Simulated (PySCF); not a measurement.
Ethyl isobutanoate, C₆H₁₂O₂.
Z-matrix (Å and degrees, PBE0-D3(BJ)/def2-SVP geometry), rows numbered from 1:
```
C 
C   1  1.5117
O   2  1.4270  1  111.52
C   3  1.3405  2  117.06  1    84.95
O   4  1.2042  3  123.45  2    -0.88
C   4  1.5143  3  111.18  2   178.02
C   6  1.5192  4  110.79  3   167.66
C   6  1.5303  4  109.64  3   -67.53
H   1  1.0993  2  110.46  3   -64.97
H   1  1.1003  2  110.87  3    55.82
H   1  1.1006  2  110.19  3   175.64
H   2  1.0993  1  111.45  3  -116.94
H   2  1.1004  1  110.75  3   121.49
H   6  1.1040  4  105.89  3    48.39
H   7  1.0994  6  111.49  4   -58.96
H   7  1.1001  6  110.52  4  -179.59
H   7  1.1000  6  110.54  4    60.28
H   8  1.1017  6  110.67  4   -63.36
H   8  1.0990  6  111.24  4    57.11
H   8  1.1003  6  110.34  4   177.42
```

Level: PBE0/pcSseg-1 in PySCF, non-relativistic, on one gas-phase PBE0-D3(BJ)/def2-SVP geometry that isn't relaxed in the solvent. The solvent is an IEF-PCM continuum (van der Waals radii × 1.2). Specific hydrogen bonds and non-electrostatic terms are outside this model.

Gas phase at PBE0/pcSseg-1: HOMO -7.82 eV, LUMO 0.38 eV, dipole 1.77 D.

Problem. What does the continuum do to the energy, the frontier levels and the dipole at PBE0/pcSseg-1 in acetone and dimethylsulfoxide?

Solution. 
```tsv
solvent	ε	E(solvent) − E(gas) (kcal/mol)	polarisation term (kcal/mol)	distortion of the solute (kcal/mol)	HOMO (eV)	LUMO (eV)	dipole (D)
acetone	20.49	-4.46	-5.05	0.59	-8.02	0.28	2.34
dimethylsulfoxide	46.83	-4.67	-5.32	0.65	-8.03	0.27	2.37
```

The polarisation term is half the interaction of the solute with the surface charges that it induces; the rest is the cost of distorting the solute's density. The sum is the electrostatic part of solvation alone. From acetone to dimethylsulfoxide the lowering changes by a factor 1.05, Onsager's factor (ε − 1)/(2ε + 1) by 1.04 and ε itself by 2.3.

Problem. Which radius a makes the point-dipole formula ΔE = −[(ε − 1)/(2ε + 1)]·μ²/a³ give the value in dimethylsulfoxide, with the gas-phase dipole?

Solution. μ = 0.698 au and |ΔE| = 0.00745 Eh give a = 1.67 Å; the farthest nucleus lies 4.09 Å from the centroid of the nuclei, so such a sphere wouldn't even hold the nuclei. The formula assumes a rigid point dipole at the centre of a sphere.

Problem. Which ESP-fitted charges (PBE0/pcSseg-1) respond most in acetone (means over atoms taken as equivalent)?

Solution. 
```tsv
atoms	environment	gas (e)	solvent (e)	change
O5	ester carbonyl oxygen	-0.502	-0.560	-0.058
C4	ester carbonyl carbon	+0.602	+0.642	+0.040
O3	ester single-bonded oxygen	-0.463	-0.489	-0.026
C2	sp3 carbon bound to oxygen	+0.315	+0.331	+0.016
C1	methyl carbon	-0.430	-0.444	-0.014
C6	sp3 carbon next to a carbonyl	+0.307	+0.321	+0.014
C7/C8	methyl carbon	-0.513	-0.525	-0.012
H14	methine hydrogen	+0.003	+0.010	+0.007
H12/H13	methylene hydrogen	+0.028	+0.034	+0.006
H9/H10/H11	methyl hydrogen	+0.121	+0.126	+0.005
H15 (×6)	methyl hydrogen	+0.130	+0.133	+0.003
```

Time: 27 s; peak memory 1.1 GiB. Hardware: one thread, Arm Neoverse V2 (aarch64), shared host. This is the whole shielding run at PBE0/pcSseg-1 in dimethylsulfoxide, SCF included.
